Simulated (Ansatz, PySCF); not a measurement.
SnF2Cl2, SMILES [Sn]([F])([Cl])([Cl])[F]. Atoms are numbered in the order given.

```xyz
5

F      0.0000     1.5275    -1.3755
Sn     0.0000     0.0000    -0.2188
F      0.0000    -1.5275    -1.3755
Cl    -1.9294     0.0000     1.0499
Cl     1.9294     0.0000     1.0499
```
Charge 0, spin multiplicity 1.

Geometry: r2SCAN-D4/def2-SVP. The def2 effective core potentials stand for the cores of Sn; spin–orbit coupling is left out.

Vertical ionisation energy (IE) and electron affinity (EA) in eV. Rows of orbital energies are one-electron estimates. Where ΔSCF, EOM or ADC give a negative EA the extra electron is unbound and the value depends on the basis.

| level | IE | EA |
|---|---|---|
| −ε(HOMO), −ε(LUMO), M06-2X/def2-TZVP (PySCF) | 11.60 | 2.55 |
| ΔSCF, CAM-B3LYP/def2-SVPD (Ansatz), final states of multiplicity 2 and 2 | 12.75 | 2.06 |

Task: What vertical singlet–triplet gap does ΔSCF give with CAM-B3LYP/def2-SVPD (Ansatz, a first-principles code)? (The exact figures need the calculation; the answer reports its results.)

Result: 4.96 eV (triplet above singlet where positive).
